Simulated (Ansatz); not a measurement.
`C1=N[AsH]1`. Total charge 0; spin multiplicity 1.

Cartesian coordinates in Å:
```
C -0.0379 -0.6917 -0.2774
N 0.9982 -0.1147 -0.6188
As 0.2701 0.6069 1.1128
H -0.6433 -1.5012 -0.6784
H -0.5870 1.7008 0.4618
```

Problem. List the harmonic frequencies (cm⁻¹, unscaled) at PBE0-D4/def2-TZVP in Ansatz. (An estimate is asked.)

Solution. Ansatz gave: 485, 622, 644, 784, 858, 1037, 1747, 2145, 3164.

Problem. Is this a minimum?

Solution. Yes, all 9 modes are real.

Problem. Give the ideal-gas thermochemistry at 298.15 K and 1 bar (rigid rotor, harmonic oscillator; point group C1, symmetry number 1).

Solution. Zero-point energy 68.7 kJ/mol; H(298) − E = 80.5 kJ/mol; entropy 270.8 J/(mol·K), of which translation 166.7, rotation 96.0, vibration 8.2; G(298) − E = -0.3 kJ/mol.

Problem. Rotational constants (cm⁻¹)?

Solution. 1.182, 0.2252, 0.1995.
